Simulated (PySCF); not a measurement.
# A small calculation by hand: entropy of an ideal gas

Sn(OH)(NH2) (H3NOSn), SMILES [NH2][Sn][OH] (connectivity only; charge and spin as stated), neutral, multiplicity 1.

Geometry optimised at B3LYP-D3(BJ)/def2-TZVP. The def2 effective core potentials stand for the cores of Sn; spin–orbit coupling is left out. Other conformers were not sampled.

B3LYP-D3(BJ)/def2-TZVP in PySCF 2.14.0 gives the harmonic wavenumbers 196, 287, 332, 402, 563, 583, 603, 747, 1552, 3526, 3632, 3815 cm⁻¹ and the rotational temperatures 0.4657, 0.3103, 0.1862 K. The molar mass is 151.74 g/mol, the symmetry number 1, the spin multiplicity 1.

Work out the entropy at 298.15 K and 1 atm in the rigid-rotor, harmonic-oscillator model.


Translation (Sackur–Tetrode at 1 atm): S = R[1.5 ln M + 2.5 ln T − 1.16487] = 171.4 J/(mol K).
Rotation: q = (√π/σ) T^1.5/√(θA θB θC) = 55600, S = R[ln q + 3/2] = 103.3 J/(mol K).
Vibration: with u = 1.4388 ν/T, each mode gives R[u/(e^u − 1) − ln(1 − e^−u)]:
```json
[
 {"ν (cm⁻¹)": "196", "modes": "1", "u": "0.95", "S (J/(mol K))": "9.08"},
 {"ν (cm⁻¹)": "287", "modes": "1", "u": "1.38", "S (J/(mol K))": "6.24"},
 {"ν (cm⁻¹)": "332", "modes": "1", "u": "1.60", "S (J/(mol K))": "5.23"},
 {"ν (cm⁻¹)": "402", "modes": "1", "u": "1.94", "S (J/(mol K))": "4.00"},
 {"ν (cm⁻¹)": "563", "modes": "1", "u": "2.72", "S (J/(mol K))": "2.17"},
 {"ν (cm⁻¹)": "583", "modes": "1", "u": "2.81", "S (J/(mol K))": "2.01"},
 {"ν (cm⁻¹)": "603", "modes": "1", "u": "2.91", "S (J/(mol K))": "1.86"},
 {"ν (cm⁻¹)": "747", "modes": "1", "u": "3.60", "S (J/(mol K))": "1.07"},
 {"ν (cm⁻¹)": "1552", "modes": "1", "u": "7.49", "S (J/(mol K))": "0.04"}
]
```
The stiffer modes add less than 0.005 each. Sum 31.7 J/(mol K).
Spin: R ln 1 = 0.0 J/(mol K).
Total 306.4 J/(mol K); the program's own thermochemistry gives 306.4. Translation makes up 56 % and vibration 10 %. Anharmonicity, hindered rotation and orbital degeneracy are left out.
